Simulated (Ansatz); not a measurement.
Start from `[OH][Hf]([F])([Cl])[Br]` and change one atom or group to get `[NH2][Hf]([F])([Cl])[Br]`.

Ansatz, PBE0-D4/def2-TZVP geometries, multiplicity 1. Each molecule was computed in one conformer, which needn't be the lowest.

Elements past krypton have def2 core potentials. Scalar relativity is left out up to krypton.

| property | `[OH][Hf]([F])([Cl])[Br]` |
| --- | --- |
| LUMO energy (PBE0/def2-TZVPP) / eV | -1.30 |
| HOMO energy (ωB97M-V/def2-TZVPP) / eV | -11.02 |
| HOMO energy (B3LYP/def2-TZVPP) / eV | -8.55 |
| HOMO energy (PBE/def2-TZVPP) / eV | -7.52 |
| HOMO–LUMO gap (PBE/def2-TZVPP) / eV | 5.42 |
| size of the dipole moment (ωB97M-V/def2-TZVPP) / D | 2.87 |

(1) What does the change do to each property? (An estimate is asked.)

## Answers

(1) Computed: 
```tsv
property	`[NH2][Hf]([F])([Cl])[Br]`	shift
LUMO energy (PBE0/def2-TZVPP) / eV	-1.36	-0.06
HOMO energy (ωB97M-V/def2-TZVPP) / eV	-10.45	0.57
HOMO energy (B3LYP/def2-TZVPP) / eV	-7.95	0.60
HOMO energy (PBE/def2-TZVPP) / eV	-6.85	0.67
HOMO–LUMO gap (PBE/def2-TZVPP) / eV	4.64	-0.78
size of the dipole moment (ωB97M-V/def2-TZVPP) / D	2.75	-0.12
```

With PBE0 the HOMO rises by 0.62 eV and the LUMO falls by 0.06 eV, so the gap narrows by about 0.68 eV. PBE moves the HOMO by 0.67 eV and ωB97M-V by 0.57 eV. The zero-point energy changes by 31.8 kJ/mol with +3 modes. Dipoles are sizes alone; their direction can turn.

B3LYP here is the variant with VWN-RPA as its local correlation; programs differ in this.

Spin–orbit coupling is left out; it splits and shifts lone-pair levels of the heavy atoms by tenths of an eV.
